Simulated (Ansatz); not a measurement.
Geometry optimisation, RKS PBE-D4/STO-3G (Ansatz 0.2.0).

input.yaml

```yaml
crystal:
  periodic: [false, false, false]
  atoms:
    - { symbol: C, position_ang: [-0.8394, -0.8168, -1.512] }
    - { symbol: Si, position_ang: [0.3775, -0.5367, -0.1798] }
    - { symbol: C, position_ang: [0.0402, 1.0073, 0.8138] }
    - { symbol: Si, position_ang: [-1.3469, 0.7392, 1.8685] }
    - { symbol: C, position_ang: [2.0976, -0.5113, -0.9221] }
    - { symbol: Cl, position_ang: [2.2618, 0.9148, -1.9839] }
    - { symbol: H, position_ang: [-1.8572, -0.9431, -1.1025] }
    - { symbol: H, position_ang: [-0.5946, -1.6185, -2.1522] }
    - { symbol: H, position_ang: [-0.9385, 0.1238, -2.1313] }
    - { symbol: H, position_ang: [0.3289, -1.72, 0.7381] }
    - { symbol: H, position_ang: [0.9318, 1.2171, 1.4805] }
    - { symbol: H, position_ang: [-0.0462, 1.8768, 0.1855] }
    - { symbol: H, position_ang: [-1.7437, 1.9713, 2.6614] }
    - { symbol: H, position_ang: [-1.2443, -0.3876, 2.8339] }
    - { symbol: H, position_ang: [-2.621, 0.4441, 1.0418] }
    - { symbol: H, position_ang: [2.8649, -0.3852, -0.1071] }
    - { symbol: H, position_ang: [2.31, -1.3756, -1.4922] }
basis:
  gaussian: { orbitals: STO-3G }
hamiltonian:
  xc: pbe
  dispersion: d4
relax:
  f_tol: 0.015
  max_steps: 40
```

Command:

```bash
$ ansatz run input.yaml --threads 1 --pin off --max-ram 2048MiB --backend cpu --events-out ev --progress --plain --runs-dir out
```

Problem. Where does it end, and by what steps?

Solution. The run converged. The force dipped under the threshold on the way, but the program's further checks kept it going. Limits of this set-up: minimal basis. After 11 steps the energy has fallen by 0.768 eV; H14 moved furthest, 0.39 Å.

```
step  energy less start (eV)  largest force component (eV/Å)  accepted
   0                  0.0000                           5.479       yes
   1                 -0.6931                           1.186       yes
   2                 -0.7568                           0.237       yes
   3                 -0.7618                           0.054       yes
   4                 -0.7640                           0.036       yes
   5                 -0.7655                           0.011       yes
   6                 -0.7666                           0.037       yes
   7                 -0.7671                           0.030       yes
   8                 -0.7678                           0.047       yes
   9                 -0.7682                           0.039       yes
  10                 -0.7683                           0.020       yes
  11                 -0.7684                           0.010       yes
```

```xyz
17
Properties=species:S:1:pos:R:3
C -0.874 -0.874 -1.446
Si 0.445 -0.626 -0.132
C 0.105 0.879 0.941
Si -1.540 0.846 1.855
C 2.128 -0.419 -0.988
Cl 2.149 1.093 -2.070
H -1.873 -0.993 -0.995
H -0.667 -1.773 -2.051
H -0.912 -0.010 -2.130
H 0.556 -1.822 0.696
H 0.922 0.980 1.676
H 0.149 1.779 0.304
H -1.688 2.033 2.684
H -1.614 -0.330 2.709
H -2.645 0.796 0.910
H 2.962 -0.288 -0.269
H 2.377 -1.271 -1.653
```

Whether the end is a true minimum wasn't checked by a vibrational analysis.

Run time: 24 s on 1 thread of AMD EPYC 9R45 96-Core Processor (Zen 5) (shared host), peak memory 0.17 GiB.
